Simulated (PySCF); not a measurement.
C2H4N, SMILES [CH]=NC, multiplicity 2.

The structure is a stationary point at B3LYP-D3(BJ)/def2-TZVP. The isomer is the one that the SMILES or the coordinates give; other isomers of the formula were not compared.

These are TDA-ωB97X/def2-SVPD in PySCF values and carry that method's errors.

Vertical excitations. 

Computed UV-visible absorptions:
```json
[
 {"state": "root 1", "energy (eV)": "3.14", "λ (nm)": "394", "f": "0.003", "main pairs": "α HOMO→LUMO 98 %"},
 {"state": "root 2", "energy (eV)": "4.84", "λ (nm)": "256", "f": "0.024", "main pairs": "α HOMO−1→LUMO 11 %, β HOMO→LUMO 81 %"},
 {"state": "root 3", "energy (eV)": "5.10", "λ (nm)": "243", "f": "0.001", "main pairs": "β HOMO−1→LUMO 90 %"},
 {"state": "root 4", "energy (eV)": "5.95", "λ (nm)": "208", "f": "0.004", "main pairs": "α HOMO−1→LUMO 38 %, β HOMO−1→LUMO+1 45 %"},
 {"state": "root 5", "energy (eV)": "5.99", "λ (nm)": "207", "f": "0.026", "main pairs": "α HOMO→LUMO+1 74 %, α HOMO→LUMO+2 17 %"},
 {"state": "root 6", "energy (eV)": "6.26", "λ (nm)": "198", "f": "0.000", "main pairs": "α HOMO−2→LUMO 9 %, β HOMO→LUMO+1 84 %"},
 {"state": "root 7", "energy (eV)": "6.91", "λ (nm)": "179", "f": "0.033", "main pairs": "α HOMO→LUMO+2 66 %, α HOMO→LUMO+1 11 %"},
 {"state": "root 8", "energy (eV)": "7.34", "λ (nm)": "169", "f": "0.001", "main pairs": "α HOMO−2→LUMO 82 %, β HOMO→LUMO+1 11 %"},
 {"state": "root 9", "energy (eV)": "7.87", "λ (nm)": "158", "f": "0.057", "main pairs": "α HOMO→LUMO+3 61 %, α HOMO→LUMO+6 15 %"},
 {"state": "root 10", "energy (eV)": "8.02", "λ (nm)": "155", "f": "0.053", "main pairs": "α HOMO→LUMO+4 74 %"}
]
```
Unrestricted roots are not spin-pure.
